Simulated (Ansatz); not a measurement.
Program: Ansatz. Geometries: PBE0-D4/def2-TZVP. ΔE: electronic, gas phase. CCSD(T)/CBS adds triple-zeta CCSD(T) − MP2 to the extrapolated MP2 energy (def2 sets, frozen cores). Functionals use def2-TZVPP. B3LYP here is the variant with VWN-RPA as its local correlation; programs differ in this. One conformer a species, not always the lowest.

Reaction (ligand exchange at a B–O bond): `BO[SiH3]` + `CCNC(C)(C)C` → `BN(CC)C(C)(C)C` + `O[SiH3]`

Question: Is it downhill or uphill in electronic energy at CCSD(T)/CBS, and by how much? (Estimate.)

Answer: Computed: Downhill: ΔE = -0.16 eV.

Question: What do these levels give: r2SCAN-D4, B97M-V, B3LYP-D4, r2SCAN0-D4, ωB97M-V, PBE0, BHLYP, HF/def2-SVP, MP2/def2-TZVPP, HF/def2-QZVPP, MP2/def2-QZVPP, MP2/CBS(def2)? (Best estimate.)

Answer: The calculation gave: r2SCAN-D4 -0.14, B97M-V -0.09, B3LYP-D4 -0.10, r2SCAN0-D4 -0.11, ωB97M-V -0.13, PBE0 -0.10, BHLYP 0.03, HF/def2-SVP 0.25, MP2/def2-TZVPP -0.20, HF/def2-QZVPP 0.22, MP2/def2-QZVPP -0.19, MP2/CBS(def2) -0.20 eV.

Largest T1 diagnostic among the species: 0.013.

From PBE to PBE0 (25 % exact exchange), in def2-TZVPP and without D4, ΔE moves by +0.03 eV. At CCSD(T), def2-SVP lies +0.09 eV from the extrapolated value and def2-TZVPP +0.00 eV.
